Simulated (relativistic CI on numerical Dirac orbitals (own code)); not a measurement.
**Slater and spin-orbit integrals, Bi²⁺**

These numbers are calculated, not measured: Dirac-Coulomb-Breit CI, separate exchange-only KLI orbitals for each configuration, model QED (radiative potential, 1s self-energy scaled to tabulated hydrogen-like ionisation energies), valence Slater integrals scaled by 0.85, P86 correlation energy added to each configuration (own radial code, finite nucleus).

Slater integrals F^k, G^k are unscaled and averaged over j, outside the closed core [Xe] 4f14 5d10; ζ comes from projecting the Hamiltonian with its Breit term on Σ l·s of the shell.

- 6s2 6p: ζ(6p) = 14172 cm⁻¹; <r>(6p) = 2.644, <r^2>(6p) = 7.88 (bohr units).
- 6s 6p2: F^2(6p,6p) = 41021, G^1(6s,6p) = 51490, ζ(6p) = 14102 cm⁻¹; <r>(6s) = 2.07, <r^2>(6s) = 4.811, <r>(6p) = 2.618, <r^2>(6p) = 7.726 (bohr units).
- 6s2 6d: ζ(6d) = 557.7 cm⁻¹; <r>(6d) = 4.216, <r^2>(6d) = 19.98 (bohr units).

In this model ζ of a weakly bound d, f or g electron outside closed shells comes out too small, for d by up to a factor of two or three and at times with the wrong sign; that of an outer p electron is too small as well.

For a near-neutral ion this model can misplace configurations by up to about 10,000 cm⁻¹ (more where the count of f electrons changes) and terms by 10 to 25 % of their spread. Rates follow the energies as ν³ (E1, M1) or ν⁵ (E2), so they and the lifetimes can be off by large factors. The fine structure of a lone outer electron comes out too small, for d and f at times inverted, and misplaced configurations move strength between like terms. 21 of the 25 excited levels that our extract of the measured tables holds in this range could be paired (the sources list more); they are missed by 4293 cm⁻¹ on average and 17639 at most, and levels without a partner can miss by more.

Averages of the first 10 configurations, taken without configuration mixing, which lowers the lowest level and can move excited configurations by several eV; other configurations of the list can lie among them:

| Configuration | Parity | States | Average energy above the lowest level (eV) |
| --- | --- | --- | --- |
| 6s2 6p | odd | 6 | 2.1 |
| 6s 6p2 | even | 30 | 12.8 |
| 6s2 6d | even | 10 | 13.5 |
| 6s2 7s | even | 2 | 12.4 |
| 6p3 | odd | 20 | 25.6 |
| 6s2 6f | odd | 14 | 20.6 |
| 6s 6p 6d | odd | 120 | 23.9 |
| 6s2 7p | odd | 6 | 15.4 |
| 6s2 8s | even | 2 | 18.5 |
| 6s2 5f | odd | 14 | 17.7 |
